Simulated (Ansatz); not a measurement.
Molecule: AlBr₂, charge -1, multiplicity 1. 
Geometry from a B3LYP-D3(BJ)/def2-TZVP (Ansatz, a quantum-chemistry and plane-wave program) optimisation:
```xyz
3

Al    -0.8283    -0.7172    -0.8181
Br     0.0175     1.6428    -1.0335
Br     0.2901    -1.3764     1.3374
```
Charge -1, spin multiplicity 1.

Basis-set convergence of Hartree-Fock and MP2 correlation energies (hartree) with Ansatz. Cores are frozen in the correlated levels unless marked. No spin-orbit coupling. Frozen are the shells of the preceding noble gas and the d and f shells that filled before the atom's block. No relativistic terms.

The Hartree-Fock reference is unstable (checked in the largest basis), which strains HF and MP2. 

```csv
basis,functions,E(HF),"E(corr, MP2)"
def2-SVPD,106,-5386.22869,-0.31228
def2-TZVPPD,162,[?],[?]
```

### Question
Complete the blanks.

### Answer

- def2-TZVPPD, E(HF): -5386.93512
- def2-TZVPPD, E(corr, MP2): -0.39531
